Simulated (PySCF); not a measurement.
C₉H₉PSi.
SMILES with atom numbers: `[SiH3:1][c:2]1[cH:3][cH:4][p:5][c:6]2[cH:7][cH:8][cH:9][cH:10][c:11]12`

Geometry (GFN2-xTB, Å), atoms numbered from 1 in this order:
```xyz
20
C9H9PSi angstrom
Si    -2.5064   -1.2229   -0.0037
C     -1.2480    0.1886    0.0276
C     -1.7319    1.4670    0.2037
C     -0.9674    2.6289    0.2540
P      0.7374    2.7107    0.1071
C      1.1118    0.9910   -0.1051
C      2.4770    0.6764   -0.2622
C      2.8995   -0.6125   -0.4331
C      1.9552   -1.6456   -0.4533
C      0.6250   -1.3660   -0.3035
C      0.1474   -0.0493   -0.1243
H     -3.8362   -0.6386    0.1789
H     -2.4626   -1.9213   -1.2919
H     -2.2452   -2.1684    1.0858
H     -2.8031    1.5882    0.3136
H     -1.4861    3.5694    0.3985
H      3.1897    1.4902   -0.2433
H      3.9492   -0.8375   -0.5516
H      2.2834   -2.6661   -0.5878
H     -0.0938   -2.1716   -0.3212
```

Probes without a nucleus sit at each ring's centroid and 1 Å off its mean plane on both sides; NICS is minus the shielding there, NICSzz its component along the normal. Level: GIAO PBE0/pcSseg-1 (PySCF, non-relativistic, gas phase) on the GFN2-xTB geometry, one conformer.

Ring bond lengths (Å), with Mayer bond orders in brackets: C2–C3 1.378 (1.57), C3–C4 1.392 (1.36), C4–P5 1.713 (1.43), P5–C6 1.773 (1.15), C6–C11 1.419 (1.24), C11–C2 1.424 (1.24); C6–C7 1.410 (1.33), C7–C8 1.367 (1.54), C8–C9 1.400 (1.32), C9–C10 1.367 (1.57), C10–C11 1.412 (1.30), C11–C6 1.419 (1.24).

Question: What do the NICS probes read (ppm)?

Answer: 
```
               ring                                               type  NICS(0)  NICS(1), two faces  NICS(1)zz, two faces  rms pucker (Å)  centre to ring atoms, mean (Å)
 C2–C3–C4–P5–C6–C11  6-membered ring with P; formal bonds all aromatic     -6.3       -10.1 / -10.1         -24.7 / -24.7            0.00                            1.51
C6–C7–C8–C9–C10–C11   6-membered carbocycle; formal bonds all aromatic     -9.1       -12.2 / -12.2         -30.4 / -30.4            0.00                            1.40
```

Question: What do they say, and how far can they be read as aromaticity?

Answer: 
- C2–C3–C4–P5–C6–C11: mean NICS(1)zz -24.7 ppm, shielded.
- C6–C7–C8–C9–C10–C11: mean NICS(1)zz -30.4 ppm, shielded, aromatic by this magnetic criterion (flat ring, no four-coordinate atom), though in fused rings the probe also feels the neighbouring ring.

Question: What does the geometric index give? Use HOMA with the parameters of Krygowski (1993).

Answer: 
- C2–C3–C4–P5–C6–C11: HOMA 0.79; the largest term is that of P5–C6, α(R − Ropt)² = 0.66.
- C6–C7–C8–C9–C10–C11: HOMA 0.87 = 1 − EN − GEO, with mean bond length 1.396 Å, EN = α(Ropt − mean)² = 0.016 and GEO = α × variance = 0.113. The geometric and the magnetic index point the same way.

The run took 61 s wall on one thread, Arm Neoverse V2 (aarch64), no GPU, shared host with 96 logical CPUs at a one-minute load of 37, and the process peaked at 1.1 GiB of memory. This is the whole shielding run at PBE0/pcSseg-1, SCF included.
